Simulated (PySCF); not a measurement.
**Heteronuclear NMR**

Structure with atom numbers: `[CH3:1][CH:2]([CH3:3])[c:4]1[o:5][cH:6][c:7]([C:8]#[N:9])[p:10]1`; H(Xn) means a hydrogen on atom n.

PySCF calculation with geometry from GFN2-xTB and NMR shieldings at PBE0/pcSseg-1/GIAO; one averaged value for each set of equivalent atoms, one conformer, no relativistic terms, in vacuum.

**Question.** What are the 31P shifts?

**Answer.** 
```json
{"atoms": "P10", "environment": "phosphorus bonded to 2 C, in a 5-membered ring", "σ (ppm)": "182.6", "δ (ppm)": "118.8"}
```

Shieldings were converted by a linear fit to measured shifts: 31P: δ = 270.09 − 0.828σ (rms 18.1 ppm, 64 shifts vs H3PO4, solution or neat liquid). A few per cent of atoms miss by over 2 rms, more outside the fitted compound classes.

On a 400 MHz spectrometer 31P resonates near 161.9 MHz, so 1 ppm is 161.9 Hz.

**Question.** What are the 15N shifts?

**Answer.** 
| atoms | environment | σ (ppm) | δ (ppm) |
| --- | --- | --- | --- |
| N9 | nitrile nitrogen | -61.1 | -91.7 |

Shieldings were converted by a linear fit to measured shifts: 15N (scatter 6.3 ppm rms vs CH3NO2, solution or neat liquid). A few per cent of atoms miss by over 2 rms, more outside the fitted compound classes.

On a 400 MHz spectrometer 15N resonates near 40.5 MHz, so 1 ppm is 40.5 Hz.

**Question.** Where does 17O resonate?

**Answer.** 
| atoms | environment | σ (ppm) | δ (ppm) |
| --- | --- | --- | --- |
| O5 | aromatic ring oxygen | -25.1 | 289.6 |

Shieldings were converted by a linear fit to measured shifts: 17O (scatter 10.7 ppm rms, 12.2 ppm with the 3 outliers that the fit left out vs liquid water, solution or neat liquid). A few per cent of atoms miss by over 2 rms, more outside the fitted compound classes.

On a 300 MHz spectrometer 17O resonates near 40.7 MHz, so 1 ppm is 40.7 Hz.
